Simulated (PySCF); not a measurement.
NO (SMILES [N]=O), doublet, at a GFN2-xTB geometry; B3LYP/STO-3G (PySCF).

Input for PySCF:
```python
from pyscf import gto, scf, dft

mol = gto.M(
    atom='''
N    -0.000000   -0.000000   -0.616237
O     0.000000    0.000000    0.539208
''',
    basis='sto-3g',
    charge=0,
    spin=1,
    verbose=4,
)

mf = dft.UKS(mol)
mf.xc = 'b3lyp'
mf.kernel()
```

It wrote (shortened):

```
PySCF version 2.14.0

[INPUT] verbose = 4
[INPUT] num. atoms = 2
[INPUT] num. electrons = 15
[INPUT] charge = 0
[INPUT] spin (= nelec alpha-beta = 2S) = 1
[INPUT] symmetry False subgroup None
[INPUT] Mole.unit = angstrom
[INPUT] Symbol           X                Y                Z      unit          X                Y                Z       unit  Magmom
[INPUT]  1 N      0.000000000000   0.000000000000  -0.616237000000 AA    0.000000000000   0.000000000000  -1.164519157824 Bohr   0.0
[INPUT]  2 O      0.000000000000   0.000000000000   0.539208000000 AA    0.000000000000   0.000000000000   1.018955444174 Bohr   0.0

nuclear repulsion = 25.6471955060777
number of shells = 6
number of NR pGTOs = 30
number of NR cGTOs = 10
basis = sto-3g
ecp = {}

******** <class 'pyscf.dft.uks.UKS'> ********
method = UKS
initial guess = minao
damping factor = 0
level_shift factor = 0
DIIS = <class 'pyscf.scf.diis.CDIIS'>
diis_start_cycle = 1
diis_space = 8
diis_damp = 0
SCF conv_tol = 1e-09
SCF conv_tol_grad = None
SCF max_cycles = 50
direct_scf = True
direct_scf_tol = 1e-13
number electrons alpha = 8  beta = 7
XC library pyscf.dft.libxc version 7.1.2
    S. Lehtola, C. Steigemann, M. J. T. Oliveira, and M. A. L. Marques,  SoftwareX 7, 1–5 (2018)
XC functionals = b3lyp
    P. J. Stephens, F. J. Devlin, C. F. Chabalowski, and M. J. Frisch,  J. Phys. Chem. 98, 11623 (1994)
radial grids:
    Treutler-Ahlrichs [JCP 102, 346 (1995); DOI:10.1063/1.469408] (M4) radial grids

becke partition: Becke, JCP 88, 2547 (1988); DOI:10.1063/1.454033
pruning grids: <function nwchem_prune>
grids dens level: 3
symmetrized grids: False
atomic radii adjust function: <function treutler_atomic_radii_adjust>
small_rho_cutoff = 0
Set gradient conv threshold to 3.16228e-05
tot grids = 27984
init E= -128.391929727531

cycle= 1 E= -128.098745444449  delta_E= 0.293  |g|= 0.182  |ddm|= 1.69
cycle= 2 E= -128.021025230341  delta_E= 0.0777  |g|= 0.439  |ddm|= 0.556
cycle= 3 E= -128.118307160254  delta_E= -0.0973  |g|= 0.00474  |ddm|= 0.377
cycle= 4 E= -128.118324107018  delta_E= -1.69e-05  |g|= 0.00151  |ddm|= 0.0093
cycle= 5 E= -128.118327485237  delta_E= -3.38e-06  |g|= 0.000491  |ddm|= 0.00364
cycle= 6 E= -128.118328355773  delta_E= -8.71e-07  |g|= 0.00013  |ddm|= 0.00286
cycle= 7 E= -128.118328383245  delta_E= -2.75e-08  |g|= 1.21e-05  |ddm|= 0.000449
cycle= 8 E= -128.118328383828  delta_E= -5.83e-10  |g|= 2.06e-06  |ddm|= 7.49e-05
Extra cycle  E= -128.11832838382  delta_E= 7.99e-12  |g|= 4.57e-06  |ddm|= 6.06e-06
converged SCF energy = -128.11832838382  <S^2> = 0.75052969  2S+1 = 2.0005296
```
